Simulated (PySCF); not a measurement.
C2H8AlNOSe, SMILES [Al]([N](C)C)([SeH])[OH].

Geometry optimised at ωB97X-D3(BJ)/def2-SVP. Other conformers were not sampled.

Level of theory: TDA-M06-2X/def2-SVPD (PySCF).

Vertical excitations. The molecule is in vacuum. State labels are in the subgroup Cs.

Computed excitation energies, oscillator strengths and character:
```json
[
 {"state": "S1", "symmetry": "A\"", "energy (eV)": "5.03", "λ (nm)": "246", "f": "0.002", "main pairs": "HOMO→LUMO 87 %"},
 {"state": "S2", "symmetry": "A\"", "energy (eV)": "5.64", "λ (nm)": "220", "f": "0.004", "main pairs": "HOMO→LUMO+1 32 %, HOMO−1→LUMO+1 26 %, HOMO−1→LUMO+4 17 %, HOMO→LUMO+4 13 %"},
 {"state": "S3", "symmetry": "A\"", "energy (eV)": "5.73", "λ (nm)": "216", "f": "0.060", "main pairs": "HOMO−1→LUMO 81 %"},
 {"state": "S4", "symmetry": "A'", "energy (eV)": "6.25", "λ (nm)": "198", "f": "0.188", "main pairs": "HOMO→LUMO+2 86 %"},
 {"state": "S5", "symmetry": "A\"", "energy (eV)": "6.39", "λ (nm)": "194", "f": "0.003", "main pairs": "HOMO→LUMO+1 40 %, HOMO−1→LUMO+1 23 %, HOMO→LUMO+3 15 %, HOMO−1→LUMO+4 6 %"},
 {"state": "S6", "symmetry": "A\"", "energy (eV)": "6.55", "λ (nm)": "189", "f": "0.023", "main pairs": "HOMO→LUMO+3 45 %, HOMO→LUMO+5 11 %, HOMO→LUMO+1 11 %, HOMO→LUMO+4 10 %"},
 {"state": "T1", "symmetry": "A\"", "energy (eV)": "4.83", "λ (nm)": "257", "f": "0", "main pairs": "HOMO→LUMO 80 %"},
 {"state": "T2", "symmetry": "A\"", "energy (eV)": "5.28", "λ (nm)": "235", "f": "0", "main pairs": "HOMO−1→LUMO+1 30 %, HOMO→LUMO+1 25 %, HOMO−1→LUMO+4 17 %, HOMO→LUMO+4 12 %"}
]
```
Triplets are in the Tamm–Dancoff approximation.
